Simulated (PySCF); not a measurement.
Basis and Hamiltonian dependence of the ionisation energy of Re²⁺

Re²⁺ [Xe] 4f14 5d5 (6S) → Re³⁺ [Xe] 4f14 5d4 (5D). Calculated with PySCF 2.14 from differences of total energies of unrestricted determinants, without spin-orbit coupling. Values in eV.

| basis | Hamiltonian | functions | UHF | LDA | PBE0 | MP2 (valence) | CCSD(T) (valence) |
| --- | --- | --- | --- | --- | --- | --- | --- |
| def2-SVP with the def2 core potential (60 electrons) | ECP | 32 | 27.348 | n/a | n/a | 27.734 | n/a |
| def2-TZVP with the def2 core potential (60 electrons) | ECP | 40 | 27.249 | n/a | n/a | 27.710 | n/a |
| aug-cc-pVDZ-PP with ECP60MDF | ECP | 54 | 27.288 | 28.610 | 28.353 | 27.781 | 27.842 |
| def2-TZVPPD with the def2 core potential (60 electrons) | ECP | 59 | 27.202 | 28.516 | 28.266 | 27.778 | 27.830 |
| cc-pVTZ-PP with ECP60MDF | ECP | 63 | 27.243 | 28.563 | n/a | 27.827 | n/a |
| ANO-R2 | spin-free X2C | 81 | 27.286 | 28.596 | 28.289 | 27.821 | n/a |
| aug-cc-pVTZ-PP with ECP60MDF | ECP | 88 | 27.243 | 28.563 | 28.321 | 27.830 | 27.880 |
| def2-QZVPPD with the def2 core potential (60 electrons) | ECP | 91 | 27.194 | 28.508 | 28.261 | 27.791 | 27.841 |
| x2c-TZVPPall | spin-free X2C | 97 | 27.252 | 28.609 | 28.276 | 27.783 | 27.838 |
| ANO-RCC-VTZP | spin-free X2C | 104 | 27.234 | 28.604 | 28.279 | 27.761 | 27.813 |
| x2c-TZVPPall with one added diffuse shell each of s, p, d, f type | spin-free X2C | 113 | 27.251 | 28.607 | 28.275 | 27.781 | 27.836 |
| aug-cc-pVTZ-PP with one added diffuse shell each of s, p, d, f, g type with ECP60MDF | ECP | 113 | 27.243 | 28.563 | 28.321 | 27.830 | n/a |
| aug-cc-pwCVTZ-PP with ECP60MDF | ECP | 122 | 27.240 | 28.562 | 28.317 | 27.843 | n/a |
| aug-cc-pVQZ-PP with ECP60MDF | ECP | 135 | 27.239 | 28.563 | 28.316 | 27.859 | n/a |

Extrapolation of MP2 (valence) from aug-cc-pVTZ-PP with ECP60MDF and aug-cc-pVQZ-PP with ECP60MDF: the correlation parts are 0.587 and 0.620 eV; with the X⁻³ form and unrounded values, (4³ × 0.620 − 3³ × 0.587)/(4³ − 3³) = 0.644 eV, and adding the Hartree-Fock value 27.239 eV of the larger basis gives 27.883 eV.

Frozen in the all-electron rows: valence: [Xe] 4f14; with a core potential, the same shells as far as they lie outside it.

Between the lowest levels the reference is 27 ± 1.6 eV (theoretical estimate listed by NIST; NIST Atomic Spectra Database, ionization energies); it includes spin-orbit coupling, which these numbers lack.
